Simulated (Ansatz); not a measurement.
Cost and result up the ladder for Nb3S6 (9 atoms). Charge 0, multiplicity 2. Geometry: r2SCAN-D4/def2-SVP.

```csv
atom,x (Å),y (Å),z (Å)
Nb1,-0.334,-0.277,1.177
Nb2,1.261,-0.851,-1.165
Nb3,-0.601,1.402,-1.167
S4,-0.907,-0.762,3.211
S5,0.168,2.192,0.808
S6,2.182,-0.244,0.811
S7,0.826,0.685,-2.943
S8,-0.289,-2.293,-0.365
S9,-2.307,0.149,-0.368
```

Ansatz; hardware A = 2 threads of AMD EPYC 7R13 on a shared host and a share (18 GiB) of an NVIDIA H100 80GB HBM3; B = 2 threads of AMD EPYC 7R13 on a shared host. Times are rough, and most runs start from the orbitals of an earlier one. PBE0-D4/def2-TZVP serves as the yardstick here, not as an exact answer. Differences are given only for rows in sets of like size (and for xTB, whose basis is part of the method), since another set adds its own error. Binding counts from free atoms at the same level (Nb sextet, S triplet; other spins of the atoms weren't run), without zero-point energy or a counterpoise term.

In the def2 sets Nb takes a core potential; there is no spin–orbit coupling. HSE06 is defined as in plane-wave codes, on full-range PBE exchange. Correlated methods freeze 30 core orbitals; core or outer-core shells of Nb are correlated, in sets that lack core-valence functions.

Run but left out: MP2/def2-TZVP, CCSD(T)/def2-SVP (⟨S²⟩ 1.58 to 1.59, where a pure state has 0.75).

Correlated methods converge slowly with the basis.

| level | functions | wall time | binding energy per atom (eV) | difference from PBE0-D4/def2-TZVP (eV) |
| --- | --- | --- | --- | --- |
| BLYP-D4/def2-TZVP [A] | 342 | 7.5 s | 4.66 | 0.22 |
| PBE-D4/def2-TZVP (with forces) [A] | 342 | 9 s | 4.82 | 0.37 |
| RPA@PBE/def2-TZVP [A] | 342 | 11 s | 4.16 | -0.28 |
| r2SCANh-D4/def2-TZVP [A] | 342 | 13 s | 4.41 | -0.03 |
| PBE0-D4/def2-TZVP [A] | 342 | 14 s | 4.44 | 0.00 |
| r2SCAN-D4/def2-TZVP [A] | 342 | 16 s | 4.54 | 0.10 |
| PBE-D4/def2-SVP [B] | 201 | 17 s | 4.84 | – |
| HSE06-D4/def2-TZVP (with forces) [A] | 342 | 22 s | 4.45 | 0.01 |
| PBE0-D4/def2-SVP [B] | 201 | 41 s | 4.44 | – |
